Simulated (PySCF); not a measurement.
# From computed data to an observable: chemical shift, span and skew from a shielding tensor

CBrF2, SMILES F[C](F)Br (connectivity only; charge and spin as stated), charge +1, multiplicity 1. Atoms are numbered in the order given.

```xyz
4

F      0.0000     1.0702    -1.5307
C      0.0000     0.0000    -0.8573
F      0.0000    -1.0702    -1.5307
Br     0.0000     0.0000     0.9342
```
Charge +1, spin multiplicity 1.

Coordinates come from a PBE-D3(BJ)/def2-SVP optimisation. The multiplicity is an assumed one; other spin states were not compared. The isomer is the one that the SMILES or the coordinates give; other isomers of the formula were not compared.

GIAO shieldings from PySCF with KT2/pcSseg-2, non-relativistic, no solvent. The symmetric part of the tensor of F1 has the principal values -287.8, 108.8, 175.2 ppm. The same nucleus in CFCl3 has σ = 125.1 ppm at this level (PySCF, at its B3LYP-D3(BJ)/def2-TZVP geometry). Without spin–orbit terms, shifts of atoms bonded to Cl or Br come out too high.

Q: Work out the isotropic shielding, the ¹⁹F shift against CFCl3, the span and the skew.

A: 
σ(iso) = (σ11 + σ22 + σ33)/3 = -1.3 ppm. δ = σ(ref) − σ(iso) = 125.1 − (-1.3) = 126.4 ppm.
Span Ω = σ33 − σ11 = 463.0 ppm. Skew κ = 3(σ(iso) − σ22)/Ω = -0.71. Tumbling in solution averages the tensor to δ; in a static solid the shielding alone would spread this spin-1/2 line over Ω.
